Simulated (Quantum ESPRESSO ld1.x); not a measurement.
The numbers below are computed, except where a source is named.
Te, configuration [Kr] 4d10 5s2 5p3.5 4f0.5 (fractional occupations, a model configuration).

Level of theory: Dirac Kohn-Sham, PBEsol, spin-unpolarised, spherical densities, point nucleus; open shells fill j = l - 1/2 first (ld1.x of Quantum ESPRESSO 7.5).

Energy parts (eV):
total: -184869
kinetic: 195504
electron-nucleus: -449007
Hartree: 73342
exchange-correlation: -4708

Orbitals (lengths in bohr, moments of r in powers of bohr; r(90%) holds 90 % of the orbital's charge):
orbital  occ.  eigenvalue (eV)      <r>  r(90%)    <1/r>  small-component weight
1s1/2       2         -31594.4  0.02782  0.0500    55.56                3.66e-02
2s1/2       2         -4846.71   0.1195   0.185    12.94                7.80e-03
2p1/2       2         -4541.77   0.1008   0.165    12.92                7.83e-03
2p3/2       4         -4267.50   0.1064   0.173    11.96                7.44e-03
3s1/2       2         -967.166   0.3220   0.474    4.600                2.29e-03
3p1/2       2         -841.781   0.3124   0.470    4.511                2.23e-03
3p3/2       4         -790.668   0.3238   0.486    4.273                2.13e-03
3d3/2       4         -569.327   0.2948   0.464    4.126                2.01e-03
3d5/2       6         -558.634   0.2984   0.469    4.064                1.98e-03
4s1/2       2         -167.567   0.7647    1.10    1.836                6.44e-04
4p1/2       2         -124.467   0.8017    1.17    1.724                5.82e-04
4p3/2       4         -114.726   0.8305    1.22    1.646                5.49e-04
4d3/2       4         -45.9923   0.9652    1.48    1.381                4.06e-04
4d5/2       6         -44.5223   0.9775    1.50    1.361                3.97e-04
4f5/2     0.5          -0.2778    27.26    36.0  0.03933                3.44e-07
4f7/2       0          -0.2778    27.26    36.0  0.03933                3.44e-07
5s1/2       2         -18.4937    2.061    3.02   0.6323                1.03e-04
5p1/2       2          -9.6574    2.492    3.73   0.5175                6.92e-05
5p3/2     1.5          -8.7932    2.604    3.90   0.4930                6.34e-05

The highest occupied level is 4f5/2 at -0.278 eV. The density falls to 0.001 e/bohr^3 at r = 4.40 bohr. Summed over all electrons, <r^2> = 449.8 bohr^2, which gives a Langevin (diamagnetic) susceptibility term of -356 x 10^-6 cm^3/mol.

Run on one thread of a shared host, so times are rough (Intel(R) Xeon(R) Processor @ 2.60GHz): 1.3 s of CPU time, 1.8 s wall, 107 iterations on 2071 mesh points.
